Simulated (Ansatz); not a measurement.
Ansatz (a program for electronic structure) input:

Ansatz 0.2 input:
```yaml
crystal:
  periodic: [false, false, false]
  atoms:
    - {symbol: Cu, position_ang: [0.00000000, 0.00000000, 0.00000000]}
    - {symbol: Cl, position_ang: [0.00000000, 0.00000000, 2.07967726]}
    - {symbol: Cl, position_ang: [-0.00000000, -0.00000000, -2.07967726]}
basis:
  gaussian:
    orbitals: def2-SVPD
magnetization: {spin_polarized: true, initial_magnetization: 1}
correlation: {method: ccsd_t, electrons: outside_noble_gas}
```

Question: What final total energy does it print?

Answer: -2558.09761 Eh (CCSD(T)/def2-SVPD). The basis has 88 functions.

The spin state was set by rule; other spins were not relaxed.
